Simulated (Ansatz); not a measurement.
This geometry of C3H6BFO (12 atoms, charge 0, multiplicity 1) is a first-order saddle point.

Theory: RKS BLYP/def2-SVP in Ansatz 0.2.0.

```xyz
12
Properties=species:S:1:pos:R:3
C 0.424 -2.121 0.141
B 0.619 -0.556 0.122
C -0.572 0.387 -0.114
F -1.823 -0.170 -0.319
C -0.578 1.759 -0.144
O 0.536 2.511 0.040
H 0.022 -2.459 -0.843
H 1.339 -2.702 0.360
H -0.366 -2.410 0.870
H 1.704 -0.039 0.291
H -1.529 2.291 -0.328
H 0.302 3.454 -0.043
```

**Question.** Which two structures does it join? (They come from a converged band through this point; their orientation in space is the band's.)

**Answer.** No bond is made or broken.  The two ends are copies of one structure, up to a mirror image or an exchange of like atoms.

First end point:

```xyz
12
Properties=species:S:1:pos:R:3
C 0.366 -2.132 0.186
B 0.514 -0.566 0.247
C -0.557 0.402 -0.282
F -1.710 -0.118 -0.848
C -0.534 1.774 -0.273
O 0.496 2.499 0.235
H -0.554 -2.495 -0.313
H 1.252 -2.587 -0.314
H 0.390 -2.544 1.222
H 1.509 -0.067 0.735
H -1.390 2.332 -0.695
H 0.295 3.448 0.134
```

Last end point:

```xyz
12
Properties=species:S:1:pos:R:3
C 0.376 -2.134 0.147
B 0.555 -0.570 0.106
C -0.614 0.407 -0.105
F -1.892 -0.102 -0.267
C -0.569 1.777 -0.156
O 0.577 2.492 -0.020
H 1.021 -2.608 -0.628
H 0.765 -2.534 1.112
H -0.664 -2.488 0.009
H 1.659 -0.080 0.244
H -1.506 2.343 -0.316
H 0.368 3.441 -0.093
```

**Question.** How far does it lie above each of them?

**Answer.** 2.5 kJ/mol above the first and 2.5 kJ/mol above the second. This is the barrier of this one path; another mechanism may lie lower.

The run took 5.3 min on 2 threads of Arm Neoverse N1 (shared host), peak memory 0.15 GiB.
